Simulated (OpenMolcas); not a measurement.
**Ni4+: effect of the active space**

* Program: OpenMolcas
* Method: SS-CASPT2 or its RAS form, IPEA 0.25 Eh, imaginary shift 0.1 Eh
* Basis: ANO-RCC-VQZP
* Scalar Hamiltonian: DKH2, point nucleus
* Spin-orbit coupling: RASSI with atomic mean-field integrals over the reference wave functions, term energies averaged over their components

A. 6 electrons in 5 orbitals (3d); 2S+1 = 5 even, 5 roots; 2S+1 = 3 even, 45 roots; 2S+1 = 1 even, 50 roots; closed shells correlated: 3s 3p; CASPT2 step about 50 core-seconds
B. 12 electrons in 8 orbitals (RAS1 3p, at most 2 holes; RAS2 3d); 2S+1 = 5 even, 5 roots; 2S+1 = 3 even, 45 roots; 2S+1 = 1 even, 44 roots; closed shells correlated: 3s; CASPT2 step about 90 core-seconds
C. 6 electrons in 10 orbitals (3d 4d); 2S+1 = 5 even, 5 roots; 2S+1 = 3 even, 45 roots; 2S+1 = 1 even, 44 roots; closed shells correlated: 3s 3p; CASPT2 step of the order of 28 core-minutes

Energies in eV above 3d6 5D4, the measured ground level; measured values from Corliss and Sugar, J. Phys. Chem. Ref. Data 10, 197 (1981).

```
     Level       A       B       C  Measured
   3d6 5D4  0.0000  0.0000  0.0000    0.0000
   3d6 5D3  0.1056  0.1061  0.1018    0.1103
   3d6 5D2  0.1774  0.1782  0.1708    0.1847
   3d6 5D1  0.2233  0.2241  0.2148    0.2320
   3d6 5D0  0.2457  0.2464  0.2362    0.2551
3d6 3P2(1)   3.228   3.292   3.288    3.2426
   3d6 3H6   3.389   3.347   3.431    3.3614
   3d6 3H5   3.437   3.396   3.475    3.4193
   3d6 3H4   3.465   3.426   3.501    3.4541
3d6 3P1(1)   3.536   3.606   3.598    3.5580
3d6 3F4(1)   3.622   3.630   3.671    3.6109
3d6 3P0(1)   3.656   3.726   3.718    3.6749
3d6 3F3(1)   3.673   3.689   3.721    3.6663
3d6 3F2(1)   3.712   3.735   3.759    3.7070
   3d6 3G5   4.152   4.139   4.192    4.1233
   3d6 3G4   4.246   4.236   4.283    4.2231
   3d6 3G3   4.284   4.273   4.318    4.2671
   3d6 1I6   5.162   5.099   5.214    5.1146
   3d6 3D2   5.187   5.224   5.231    5.1611
   3d6 3D1   5.189   5.224   5.231    5.1703
   3d6 3D3   5.221   5.259   5.267    5.1974
3d6 1G4(1)   5.315   5.281   5.364    5.2331
   3d6 1F3   7.228   7.275   7.289    7.1817
3d6 3P0(2)   8.381   8.410   8.416    8.2744
```

Deviations, from unrounded energies. A percentage is the sum of absolute deviations over the sum of measured energies, with the sign that they share, or ± where signs differ.

```json
{"Against measurement": "mean absolute deviation (cm-1)", "Levels": "23", "A": "200", "B": "290", "C": "490"}
{"Against measurement": "fine structure of the ground term (%)", "Levels": "4", "A": "-3.9", "B": "-3.5", "C": "-7.5"}
{"Against measurement": "other terms of the ground configuration (%)", "Levels": "19", "A": "±0.6", "B": "±0.9", "C": "+1.5"}
```

A lies closest to measurement on these levels and C furthest from it. The largest miss of A in the table is 3d6 3P0(2), by +860 cm-1. The ranking rests on the paired levels alone, and a cruder setting can come out closer through cancelling errors.

The spin-orbit steps hold different terms of 3d6 (B lacks a 1D, a 1S; C lacks a 1D, a 1S), which shifts levels as well.

Among A to C the level of the table that moves most is 3d6 1I6, by 930 cm-1 (lowest in B, highest in C). Moves below CASPT2's spread within the term are not significant.

Term energies are means over components that CASPT2 splits; among the terms shown or strongly mixed into the levels shown the widest spread is 270 cm-1 (3d6 1F, A). Active for correlation alone: 3p; no level in the range computed is led by a configuration that opens it, so any true level of that kind is missing (holds for B). The CASPT2 spread within a term exceeds the gap to the next term for 3d6 1G(1) and 3d6 3D, so the order of their levels is uncertain (holds for B). Active for correlation alone: 4d; no level in the range computed is led by a configuration that fills it, so any true level of that kind is missing (holds for C). Measured partners are found by configuration, term and J. A level has none where our copy of the source lacks it or the pairing is in doubt (some pairs that miss far off the trend of their configuration count as doubtful), and it then counts in no deviation. Only configurations of the active space appear. Levels that lie high or do not pair safely by name in every column are left out.

A number in round brackets counts repeated terms of one configuration in the order of the reference energies.
